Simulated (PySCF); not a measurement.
**Threshold energies of AsF in a plasma**

r²SCAN in PySCF with def2-TZVPPD on every atom, for the lowest determinant that a PBE0 search found; no spin–orbit coupling.

```csv
species,state (unpaired electrons),Re (Å),ωe (cm⁻¹),energy of the minimum from the neutral (eV),De (eV),dissociates to
AsF,triplet (π ↑↑),1.745,685,0.00,4.35,As + F
AsF⁺,doublet (π ↑),1.665,827,9.58,4.89,As⁺ + F
AsF⁻,doublet (π ↑),1.850,525,-0.68,1.72,As + F⁻
```

**Question.** Work out the lowest energy to break AsF into atoms, from its vibrational ground state.

**Answer.** D0 = De − ωe/2 = 4.35 − 0.04 = 4.31 eV (r²SCAN/def2-TZVPPD).

**Question.** Work out the ionisation energy of the As atom at this level and the threshold of dissociative ionisation.

**Answer.** IE(As) = 9.58 + 4.89 − 4.35 = 10.12 eV, so As⁺ + F + e⁻ appears at D0 + IE(As) = 14.43 eV (r²SCAN/def2-TZVPPD). The measured IE(As) is 9.789 eV (NIST ASD).

**Question.** Work out the electron affinity of the F atom and the threshold of dissociative attachment.

**Answer.** EA(F) = 4.35 − 1.72 − (-0.68) = 3.31 eV, so As + F⁻ needs D0 − EA(F) = 1.00 eV (r²SCAN/def2-TZVPPD). The measured EA(F) is 3.401 eV.

**Question.** At which energy does ion-pair formation open?

**Answer.** As⁺ + F⁻ lies at D0 + IE(As) − EA(F) = 11.12 eV (r²SCAN/def2-TZVPPD).

These are thermodynamic thresholds; the onsets seen under electron impact lie higher where the geometry changes, and cross-sections peak well above them.

Spin–orbit coupling is left out. For an ion De counts to the pair picked by the measured ionisation energies or electron affinities, which need not be the lowest pair at this level. The highest Kohn–Sham level is positive in this anion. Much of that is self-interaction error, but it also means that the finite basis helps to hold the extra electron. States were picked by a PBE0 search and need not be the measured ground states.
